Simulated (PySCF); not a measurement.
Al(I)(OH)2 (AlH2IO2), SMILES [OH][Al]([OH])[I].

Geometry: PBE0-D3(BJ)/def2-SVP. The def2 effective core potentials stand for the cores of I; spin–orbit coupling is left out. The values are those of a single conformer.

Computed with TDA-ωB97X/def2-SVPD (PySCF 2.14.0).

Vertical excitations.  State labels are in the subgroup C2v.

| state | symmetry | energy (eV) | λ (nm) | f | main pairs |
|---|---|---|---|---|---|
| S1 | B2 | 6.02 | 206 | 0.048 | HOMO→LUMO 87 % |
| S2 | B1 | 6.07 | 204 | 0.043 | HOMO−1→LUMO 86 % |
| S3 | A2 | 6.69 | 185 | 0.000 | HOMO→LUMO+1 95 % |
| S4 | A1 | 7.00 | 177 | 0.000 | HOMO−1→LUMO+1 72 %, HOMO−2→LUMO 17 % |
| S5 | A2 | 7.42 | 167 | 0.000 | HOMO−3→LUMO 81 % |
| S6 | A1 | 7.59 | 163 | 0.322 | HOMO−2→LUMO 60 % |
| S7 | B2 | 7.76 | 160 | 0.109 | HOMO→LUMO+4 64 %, HOMO→LUMO+7 10 % |
| S8 | B1 | 7.79 | 159 | 0.041 | HOMO−1→LUMO+4 63 %, HOMO−2→LUMO+1 11 % |
| S9 | B1 | 7.95 | 156 | 0.000 | HOMO−2→LUMO+1 73 % |
| S10 | A2 | 8.08 | 153 | 0.000 | HOMO−1→LUMO+6 50 %, HOMO−1→LUMO+3 30 %, HOMO−1→LUMO+10 14 % |
| T1 | B2 | 5.68 | 218 | 0 | HOMO→LUMO 79 %, HOMO→LUMO+4 13 % |
| T2 | B1 | 5.79 | 214 | 0 | HOMO−1→LUMO 79 %, HOMO−1→LUMO+4 12 % |
| T3 | A1 | 6.50 | 191 | 0 | HOMO−1→LUMO+1 74 %, HOMO−2→LUMO 15 % |
| T4 | A2 | 6.59 | 188 | 0 | HOMO→LUMO+1 95 % |
Triplets are in the Tamm–Dancoff approximation.
